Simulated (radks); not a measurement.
V2+, 21 electrons, occupied as [Ar] 3d3. Method: non-relativistic Kohn-Sham, BLYP, spin-polarised, spherical densities, point nucleus; open shells are filled with parallel spins first; computed with a radial shooting solver on a logarithmic mesh with Libxc functionals.

Local quantities along the radius. ELF = 1/(1 + alpha^2) is the electron localisation function; alpha = (tau - tau_W)/tau_unif compares the Pauli kinetic energy density with that of the uniform gas (summed over spins); s = |grad rho|/(2 (3 pi^2)^(1/3) rho^(4/3)) is the reduced gradient; -r V(r) is the screened charge that the Kohn-Sham potential of spin up presents (atomic units); 4 pi r^2 rho is in e/bohr.

r (bohr),ELF,alpha,s,-r V(r),4 pi r^2 rho
0.003709,1.000,0.01479,0.3909,22.75,1.192
0.004829,1.000,0.01585,0.3975,22.66,1.920
0.006289,1.000,0.01735,0.4063,22.55,3.044
0.008189,1.000,0.01954,0.4180,22.40,4.730
0.01066,0.999,0.02280,0.4336,22.21,7.158
0.01388,0.999,0.02791,0.4546,21.95,10.47
0.01808,0.999,0.03633,0.4830,21.63,14.65
0.02354,0.997,0.05124,0.5217,21.23,19.37
0.03065,0.994,0.08006,0.5743,20.71,23.82
0.03991,0.980,0.1418,0.6443,20.09,26.76
0.05197,0.923,0.2887,0.7287,19.33,27.03
0.06768,0.704,0.6491,0.7944,18.42,24.61
0.08812,0.363,1.325,0.7333,17.36,21.48
0.1147,0.276,1.621,0.4767,16.13,20.98
0.1494,0.485,1.031,0.2994,14.81,24.60
0.1946,0.755,0.5700,0.3479,13.37,29.03
0.2533,0.840,0.4372,0.5183,11.84,28.13
0.3299,0.721,0.6214,0.7669,10.29,20.19
0.4296,0.239,1.787,0.8790,8.748,11.56
0.5593,0.189,2.074,0.3495,7.258,9.193
0.7283,0.657,0.7230,0.2549,5.970,11.29
0.9484,0.817,0.4733,0.4836,4.728,11.13
1.235,0.746,0.5839,0.7910,3.764,7.274
1.608,0.476,1.049,1.241,3.136,3.233
2.094,0.164,2.256,1.935,2.768,1.054
2.726,0.041,4.810,3.117,2.549,0.2742
3.55,0.008,11.24,5.823,2.366,0.05398
4.623,0.001,37.40,13.72,2.244,0.006456
6.019,0.000,213.4,42.92,2.166,0.0003583

On this mesh the ELF has minima near r = 0.11, 0.49 bohr, which separate the shells, and maxima near 0.25 (0.84), 0.95 (0.82).
